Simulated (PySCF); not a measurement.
Computed properties of GeH2F2, SMILES [GeH2]([F])[F]

GeH₂F₂, SMILES [F][GeH2][F]. Geometry: ωB97X-D3(BJ)/def2-TZVP. Other conformers were not sampled. All values are computed for the isolated molecule unless a solvent is named; none is compared with measurement here.

**Structure.** The optimised structure has C2v symmetry. All 9 harmonic modes at ωB97X-D3(BJ)/def2-TZVP (PySCF) are real, so it is a minimum. With heavy atoms numbered as in [GeH2:1]([F:2])[F:3], the shortest bond between them is Ge1–F2 at 1.729 Å and the longest Ge1–F3 at 1.729 Å.

**Vibrations.** The strongest infrared lines (harmonic, unscaled, degenerate partners summed) lie at 728 cm⁻¹ (151 km/mol, F 71 %, Ge 27 %), 2256 cm⁻¹ (112 km/mol, H 98 %), 724 cm⁻¹ (87 km/mol, F 81 %, Ge 18 %). The softest mode is at 240 cm⁻¹ and the zero-point energy is 13.1 kcal/mol.

**Electronic structure.** PBE0/def2-TZVPD (PySCF) places the frontier levels at -10.10 and -0.34 eV, a gap of 9.76 eV, and gives a dipole moment of 2.68 D and a mean polarisability of 30.0 bohr³.

**Excitations.** TDA-PBE0/def2-SVPD (PySCF) has S1 at 8.26 eV (150 nm, f = 0.000, dark); the most intense of the 10 singlets computed lies at 9.34 eV (f = 0.28). T1 (TDA) is at 7.72 eV, 0.54 eV under S1. No vertical singlet excitation falls in the visible range (under 3.1 eV).

**NMR.** GIAO shifts at PBE0/pcSseg-2 (PySCF) (non-relativistic, atoms alike by connectivity averaged): ¹H at 6.1 ppm against TMS; ¹⁹F at -191.9 ppm against CFCl3.
